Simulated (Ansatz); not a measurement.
Basis sets compared for the cluster B₇N₆⁺ (the lowest singlet isomer of a short search). The state is a singlet with charge 1. Geometry PBE-D4/def2-SVP. Ansatz on 6 threads of Intel Xeon on a shared host; times are rough, and most runs start from earlier orbitals.

```xyz
13

B    -2.244    1.018    1.320
B     2.096   -1.373   -0.590
B    -0.508    1.741   -2.012
B     1.043   -1.877    1.537
B     1.397    0.280   -2.223
B    -0.926   -0.800    2.416
B    -2.111    1.831   -0.097
N    -1.877    0.148    2.183
N     0.541    1.248   -2.603
N     0.066   -1.643    2.434
N     1.932   -1.995    0.574
N     2.148   -0.678   -1.723
N    -1.556    2.100   -1.218
```

The structure comes from a short search, and lower isomers may exist.

```
           level  functions  energy (Eh)  HOMO (eV)  LUMO (eV)  wall time
 PBE-D4/def2-SVP        182    -501.5269     -10.94      -8.38      3.2 s
PBE0-D4/def2-SVP        182    -501.5421     -12.09      -7.64      4.7 s
```

Task: Estimate the rows for PBE-D4/def2-TZVP (with forces), PBE0-D4/def2-TZVP.

Result: 
```csv
level,functions,energy (Eh),HOMO (eV),LUMO (eV),wall time
PBE-D4/def2-TZVP (with forces),403,-502.0598,-10.91,-8.38,11 s
PBE0-D4/def2-TZVP,403,-502.0751,-12.04,-7.63,20 s
```
